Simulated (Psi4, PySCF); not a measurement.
Internal rotation in SMILES c1csc(-c2cccs2)c1, singlet. Scanned: dihedral S3–C4–C5–S9; all other coordinates were relaxed at GFN2-xTB. Points at φ and −φ are mirror images. Heavy atoms are numbered in the order of the SMILES c1csc(-c2cccs2)c1, hydrogens after them in the order of the atoms that carry them; the mirror image has the same energies with the sign of each dihedral reversed.

Computed with: RHF/LANL2DZ = restricted Hartree-Fock/LANL2DZ, with its core potentials past Ne // GFN2-xTB (PySCF); PBE-D3(BJ)/def2-SVP // GFN2-xTB (Psi4).

Energies relative to the lowest point of each profile, in eV:

```
φ / °  RHF/LANL2DZ
-----  -----------
-160         0.001
-140         0.017
-120         0.050
-100         0.079
-40          0.058
-20          0.078
60           0.065
80           0.084
100          0.079
120          0.050
140          0.017
180          0.000
```

Question: Predict the corresponding PBE-D3(BJ)/def2-SVP column.

Answer: -160: 0.003; -140: 0.025; -120: 0.079; -100: 0.141; -40: 0.036; -20: 0.023; 60: 0.088; 80: 0.147; 100: 0.141; 120: 0.079; 140: 0.025; 180: 0.000 (eV).
